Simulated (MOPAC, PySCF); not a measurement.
H₃IOSi, SMILES `O[SiH2]I` (H–O–Si–I torsion 54°), neutral singlet in the gas phase. 

Z-matrix (Å, degrees):
```
Si
O 1 1.6348
H 2 0.9587 1 118.35
H 1 1.4754 2 106.39 3 -172.34
H 1 1.4818 4 112.18 2 123.40
I 1 2.4461 4 108.73 5 116.63
```
Charge 0, spin multiplicity 1.

All levels are single points at this geometry (PBE0-D4/def2-TZVP); Pople sets use spherical d functions. Orbital energies aren't observables, and empty levels follow the basis.

HF/6-31G* (LANL2DZ on I) in PySCF gives dipole (D) = 2.07.

Task: Estimate the dipole (D) from each of these levels: PBE-D3(BJ)/def2-TZVP in PySCF; PBE0-D4/def2-TZVP in PySCF; B3LYP/6-311+G** (LANL2DZ on I) in PySCF; AM1 in MOPAC; PM7 in MOPAC.

Result: 
```json
[
 {"level": "PBE-D3(BJ)/def2-TZVP in PySCF", "dipole (D)": "1.28"},
 {"level": "PBE0-D4/def2-TZVP in PySCF", "dipole (D)": "1.31"},
 {"level": "B3LYP/6-311+G** (LANL2DZ on I) in PySCF", "dipole (D)": "1.43"},
 {"level": "AM1 in MOPAC", "dipole (D)": "1.70"},
 {"level": "PM7 in MOPAC", "dipole (D)": "1.90"}
]
```
